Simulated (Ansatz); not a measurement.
Two isomers of CH3ClF2OSi: A = `OC(F)(F)[SiH2]Cl`, B = `O[Si](F)(F)CCl`.

Program: Ansatz. Geometries: PBE0-D4/def2-TZVP. ΔE: electronic, gas phase. CCSD(T)/CBS is the MP2 limit (def2-TZVPP, def2-QZVPP) plus CCSD(T) − MP2 in def2-TZVPP, frozen cores. Functionals use def2-TZVPP. B3LYP here is the variant with VWN-RPA as its local correlation; programs differ in this. Each species was taken in one conformer, which may not be the lowest.

A:

Z-matrix (Å, degrees):
```
C
F 1 1.366
F 1 1.374 2 104.4
O 1 1.348 2 110.4 3 -118.6
Si 1 1.925 2 111.5 3 116.6
H 4 0.968 1 109.1 2 54.0
Cl 5 2.039 1 108.9 2 62.1
H 5 1.477 1 107.3 2 -56.7
H 5 1.477 1 108.3 2 -178.4
```

B:

```xyz
9

O    -1.115   -1.424   -0.388
Si   -0.741   -0.032    0.338
F    -1.940    0.958    0.065
F    -0.624   -0.206    1.905
C     0.838    0.724   -0.287
Cl    2.121   -0.521   -0.206
H    -0.451   -2.115   -0.414
H     0.752    1.043   -1.326
H     1.161    1.573    0.314
```

Problem. Which isomer does CCSD(T)/CBS put lower? Give the gap. (An estimate is asked.)

Solution. Computed: B, by 440.5 kJ/mol.

Problem. Give E(B) − E(A) in kJ/mol with PBE0-D4, MP2/def2-TZVPP, B3LYP-D4, CCSD(T)/def2-TZVPP, B3LYP, B2PLYP, ωB97M-V. (Best estimate.)

Solution. The calculation gave: PBE0-D4 -404.7, MP2/def2-TZVPP -448.9, B3LYP-D4 -417.8, CCSD(T)/def2-TZVPP -430.7, B3LYP -415.7, B2PLYP -429.5, ωB97M-V -417.6. None reverses the order clearly.

Largest T1 diagnostic: 0.012.

From PBE to PBE0 (25 % exact exchange), in def2-TZVPP and without D4, E(B) − E(A) moves by −16.1 kJ/mol.
